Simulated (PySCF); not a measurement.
A side-by-side comparison of computed properties.

First species: C5H10N2OSi.
Numbering: `[CH2:1]=[N:2]/[CH:3]=[N:4]\[SiH2:5][C:6](=[CH2:7])[O:8][CH3:9]` (hydrogens: H10, H11 on C1; H12 on C3; H13, H14 on Si5; H15, H16 on C7; H17, H18, H19 on C9)

Geometry (GFN2-xTB, Å), atoms numbered from 1 in this order:
```
atom  x, y, z in Å
C1     3.309    0.396   -0.789
N2     3.368   -0.553    0.022
C3     2.575   -0.855    1.079
N4     1.363   -1.193    1.049
Si5    0.171   -1.260   -0.184
C6    -1.157   -0.019    0.345
C7    -1.077    0.817    1.373
O8    -2.217   -0.133   -0.511
C9    -3.343    0.680   -0.287
H10    2.642    1.252   -0.675
H11    3.975    0.392   -1.641
H12    3.132   -0.936    2.016
H13    0.565   -0.923   -1.563
H14   -0.343   -2.627   -0.124
H15   -0.192    0.811    1.982
H16   -1.851    1.509    1.660
H17   -4.061    0.424   -1.065
H18   -3.784    0.485    0.696
H19   -3.088    1.743   -0.361
```

Second species: C5H15NSi2.
SMILES: `C1[C@](N[SiH3])([SiH3])[C@@H]1CC`

Levels: PBE0/pcSseg-1 for dipole moment, HOMO energy, LUMO energy and HOMO–LUMO gap; GFN2-xTB for rotational constant A and rotational constant C. Geometries: GFN2-xTB. All species are isolated and taken at one optimised geometry, non-relativistic unless stated; the electronic structure was computed with PySCF and density fitting.

Dipoles, sizes and rotational constants follow the conformer. The torsions of the flexible species, by atom-mapped SMILES:
- `[CH2:1]=[N:2]/[CH:3]=[N:4]\[SiH2:5][C:6](=[CH2:7])[O:8][CH3:9]`: C1–N2–C3–N4 66°, C3–N4–Si5–C6 -117°, N4–Si5–C6–C7 7°, Si5–C6–O8–C9 179°
- `[CH3:1][CH2:2][C@@H:3]1[CH2:4][C@@:5]1([SiH3:6])[NH:7][SiH3:8]`: C1–C2–C3–C4 -88°, C4–C5–N7–Si8 81°

Problem. Which has the higher rotational constant A?

Solution. The first: 3.153 GHz against 1.523 GHz, a difference of 1.630 GHz.

Problem. Which of the two has the higher HOMO–LUMO gap, and by how much?

Solution. The second: 7.09 eV against 5.22 eV, a difference of 1.87 eV.

Problem. Which has the higher rotational constant C?

Solution. The second: 0.710 GHz against 0.628 GHz, a difference of 0.082 GHz.

Problem. Which has the higher LUMO energy?

Solution. The second: 0.70 eV against -1.42 eV, a difference of 2.12 eV.

Problem. Which has the higher HOMO energy?

Solution. The second: -6.39 eV against -6.64 eV, a difference of 0.25 eV.

Problem. Which of the two has the higher dipole moment, and by how much?

Solution. The first: 3.03 D against 0.83 D, a difference of 2.20 D.

On the first: A dipole of 3.03 D is allowed in C1, and pure rotational transitions are dipole-allowed. The dipole matches unit charges of opposite sign 0.63 Å apart (1 e·Å = 4.8032 D).

On the second: The dipole equals about 2.8 × 10⁻³⁰ C·m (1 D = 3.33564 × 10⁻³⁰ C·m). A dipole of 0.83 D is allowed in C1, and pure rotational transitions are dipole-allowed.
